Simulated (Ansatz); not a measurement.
Calculated with Ansatz (gas phase, PBE0-D4/def2-TZVP geometries, no zero-point term in ΔE). CBS: MP2 limit from def2 TZ/QZ plus the TZ coupled-cluster correction, frozen cores. This one scheme is used for every species. DFT in def2-TZVPP. For Zn outer-core shells are correlated without core-valence functions, which leaves a few kJ/mol of doubt a bond. Scalar relativity is left out up to krypton. One conformer a species, not always the lowest.

`S[CH2][ZnH]` + CH₃SH → `CS[CH2][ZnH]` + H₂S  (substitution at a C–S bond)

`S[CH2][ZnH]`:

```xyz
7

S     1.146   -1.128   -0.678
C     0.568    0.178    0.452
Zn   -1.364    0.346    0.248
H     0.588   -0.683   -1.815
H     1.156    1.086    0.319
H     0.791   -0.209    1.450
H    -2.884    0.410    0.024
```

CH₃SH:

Z-matrix (Å, degrees):
```
C
S 1 1.806
H 1 1.089 2 111.5
H 1 1.089 2 111.5 3 -123.8
H 1 1.090 2 106.2 3 118.1
H 2 1.342 1 97.1 3 61.9
```

`CS[CH2][ZnH]`:

Cartesian coordinates in Å:
```
C -1.338 0.758 -0.322
S 0.354 1.132 -0.791
C 1.253 0.141 0.427
Zn 0.893 -1.745 0.057
H -1.541 1.078 0.702
H -1.992 1.310 -0.997
H -1.564 -0.309 -0.418
H 2.311 0.346 0.241
H 1.032 0.493 1.438
H 0.592 -3.204 -0.338
```

H₂S:

Z-matrix (Å, degrees):
```
S
H 1 1.341
H 1 1.341 2 92.3
```

**Question.** Is it downhill or uphill in electronic energy at CCSD(T)/CBS, and by how much? (An estimate is asked.)

**Answer.** The calculation gave: Downhill: ΔE = -2.8 kcal/mol.

**Question.** What do these levels give: LDA (SPW92), BLYP-D4, r2SCAN0-D4, BHLYP, CCSD(T)/def2-SVP, CCSD(T)/def2-TZVPP? (Estimate.)

**Answer.** Computed: LDA (SPW92) -3.4, BLYP-D4 -2.8, r2SCAN0-D4 -2.6, BHLYP -1.3, CCSD(T)/def2-SVP -3.1, CCSD(T)/def2-TZVPP -2.7 kcal/mol.

Largest T1 diagnostic among the species: 0.014.

The D4 term adds −1.2 kcal/mol with B3LYP and −0.7 kcal/mol with PBE0; it sums over pairs of atoms, weighted by their polarisabilities, and B3LYP, whose exchange is more repulsive, gets the larger term. In def2-TZVPP, CCSD(T) changes the Hartree–Fock value by −2.1 kcal/mol (the triples alone add −0.4 kcal/mol) and MP2 by −2.5 kcal/mol. Leaving LDA and LC-ωPBE aside and taking each functional with its dispersion term where it has one, the values, not all of them listed here, spread over 1.1 kcal/mol, from revPBE-D4 to B2PLYP. LDA lies −1.4 kcal/mol from PBE without D4.

B3LYP here is the variant with VWN-RPA as its local correlation; programs differ in this.
